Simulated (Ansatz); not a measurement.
`FB[SiH2][SiH3]` + CH₃NH₂ → `NC[SiH2]BF` + SiH₄  (formal exchange of groups at the Si–Si bond)

Gas-phase electronic energies from Ansatz, PBE0-D4/def2-TZVP geometries. CBS: MP2 limit from def2 TZ/QZ plus the TZ coupled-cluster correction, frozen cores. This one scheme is used for every species. DFT in def2-TZVPP. B3LYP here is the variant with VWN-RPA as its local correlation; programs differ in this. One conformer a species, not always the lowest.

`FB[SiH2][SiH3]`:

```xyz
10

F    -1.348    0.005    2.492
B    -1.412    0.480    1.260
Si    0.287    0.887    0.231
Si    0.788   -0.988   -1.088
H    -2.513    0.599    0.792
H     1.447    1.176    1.120
H     0.069    2.045   -0.682
H    -0.355   -1.298   -1.987
H     1.996   -0.737   -1.919
H     1.041   -2.169   -0.219
```

CH₃NH₂:

Z-matrix (Å, degrees):
```
C
N 1 1.453
H 1 1.092 2 109.4
H 1 1.100 2 115.4 3 -121.6
H 1 1.092 2 109.4 3 116.8
H 2 1.012 1 110.6 3 62.6
H 2 1.012 1 110.6 3 -179.3
```

`NC[SiH2]BF`:

Z-matrix (Å, degrees):
```
C
Si 1 1.886
N 1 1.458 2 111.1
H 1 1.096 2 106.9 3 -118.6
H 1 1.102 2 108.7 3 127.4
B 2 2.036 1 113.4 3 -176.2
H 2 1.496 1 109.1 3 -56.3
H 2 1.491 1 111.0 3 61.0
H 3 1.012 1 111.0 2 60.0
H 3 1.012 1 111.2 2 179.1
F 6 1.325 2 120.6 1 1.5
H 6 1.204 2 123.8 1 -178.6
```

SiH₄:

```xyz
5

Si    0.000    0.000    0.000
H    -1.166    0.433   -0.810
H     1.150   -0.277   -0.897
H    -0.350   -1.232    0.751
H     0.366    1.076    0.956
```

```json
{"level": "B3LYP", "ΔE (eV)": "0.26"}
{"level": "SCS-MP2/def2-TZVPP", "ΔE (eV)": "0.17"}
{"level": "CCSD(T)/def2-TZVPP", "ΔE (eV)": "0.23"}
{"level": "CCSD/CBS(def2)", "ΔE (eV)": "0.23"}
```

(1) What does CCSD(T)/CBS give? (Estimate.)

Largest T1 diagnostic among the species: 0.015.

## Answers

(1) The calculation gave: +0.24 eV. The listed levels differ from it by 0.02, -0.07, -0.01, -0.01 eV.
